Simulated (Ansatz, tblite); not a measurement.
Spin states of Sn₃H₂ (the lowest singlet isomer of a short search), each relaxed with PBE-D4/def2-SVP in Ansatz. Electronic energies in the gas phase.

In the def2 sets Sn takes a core potential; there is no spin–orbit coupling. The xTB rows come from tblite. HSE06 is defined as in plane-wave codes, on full-range PBE exchange. The structure comes from a short search, and lower isomers may exist.

Singlet geometry (C2v within 0.1 Å):

```xyz
5

Sn   -1.207    0.464   -1.386
Sn    0.648    1.746    0.357
Sn    0.316   -1.232    0.570
H    -1.137   -1.361   -0.957
H     1.381    0.382    1.417
```

Triplet geometry:

```xyz
5

Sn    1.782    0.058    0.687
Sn    0.472    2.100   -0.917
Sn   -1.360   -0.052    0.240
H     0.146   -0.970    1.157
H    -1.041   -1.136   -1.168
```

Quintet geometry (Cs within 0.1 Å):

Cartesian coordinates in Å:
```
Sn -1.1374 1.4933 0.8312
Sn 0.3943 -1.0766 1.7038
Sn 1.1225 0.2504 -1.2333
H -0.8161 0.7177 -1.0078
H 0.4366 -1.3848 -0.2939
```

⟨S²⟩: triplet 2.01 at PBE0-D4/def2-TZVP (pure 2.00), quintet 6.01 at PBE0-D4/def2-TZVP (pure 6.00).

Run but left out: HF/STO-3G (singlet: restricted singlet, unstable in another Hartree–Fock run and untested here).

Only these spin states were relaxed. The triplet has other bonds than the singlet, so the gap mixes isomer and spin. The quintet has other bonds than the singlet, so the gap mixes isomer and spin.

(1) Estimate which spin state lies lowest at each of these levels, and by how much: GFN1-xTB; GFN2-xTB; LDA (SPW92)/def2-TZVP; PBE-D4/def2-TZVP; r2SCAN-D4/def2-TZVP; PBE0-D4/def2-TZVP; HSE06-D4/def2-TZVP.

Results:

(1) 
| level | triplet − singlet (kJ/mol) | quintet − singlet (kJ/mol) | lowest of these |
| --- | --- | --- | --- |
| GFN1-xTB | 105.6 | 397.0 | singlet |
| GFN2-xTB | 59.8 | 310.6 | singlet |
| LDA (SPW92)/def2-TZVP | 113.9 | 272.5 | singlet |
| PBE-D4/def2-TZVP | 88.1 | 225.7 | singlet |
| r2SCAN-D4/def2-TZVP | 74.9 | 206.9 | singlet |
| PBE0-D4/def2-TZVP | 78.0 | 209.0 | singlet |
| HSE06-D4/def2-TZVP | 78.0 | 208.3 | singlet |

Change of the quintet − singlet gap on mixing in exact exchange, in kJ/mol: PBE to PBE0 (25 % exact exchange) -16.7. The xTB methods have no term that favours high spin, so they put low spin too low.
